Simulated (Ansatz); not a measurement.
Energy difference R1 → 2 P1, each structure at its B3LYP-D3(BJ)/def2-TZVP stationary point, reached from a drawn start (curvature not checked).
R1: O2 (SMILES O=O), charge 0, multiplicity 3.
P1: O atom, charge 0, multiplicity 3.

P less R. No zero-point or thermal terms; open shells are unrestricted; no spin–orbit coupling.

Programs: Ansatz (Gaussian orbitals). Each number belongs to the level named beside it.

**Question.** One of these levels gives 174.97 kcal/mol for the reaction energy. Which?
A. PBE/def2-TZVPP
B. HF/cc-pVQZ
C. SVWN5/def2-TZVPP
D. PBE0/def2-TZVPP

**Answer.** C, SVWN5/def2-TZVPP. The others give 33.49 (HF/cc-pVQZ), 143.87 (PBE/def2-TZVPP), 124.37 (PBE0/def2-TZVPP)

Ansatz is a first-principles code.
